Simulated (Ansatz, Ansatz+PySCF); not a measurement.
```xyz
2

C     0.0000    0.0000    0.0000
C     0.0000    0.0000    1.4300
```

Basis set: def2-SVP (spherical functions). Frozen core: 2 orbitals. Charge 0, multiplicity 1.

Computed with Ansatz (development build ahead of 0.2.0); each method stands on the lowest determinant of its kind that the runs found.

The atomization energy at this shape (free ground-state atoms in the same class of orbitals less the molecule, no zero-point energy) of singlet C2:

| method | atomization energy |
| --- | --- |
| UHF-MP2 | 4.00 eV |
| RHF | 1.99 eV |

Question: What does UHF give?

Answer: 3.39 eV. Caution for UHF-MP2: bonds are stretched, where a single reference can fail. Caution for UHF-MP2, UHF: the unrestricted determinant is a mixture of spin states. Caution for RHF: an unrestricted determinant lies well below.
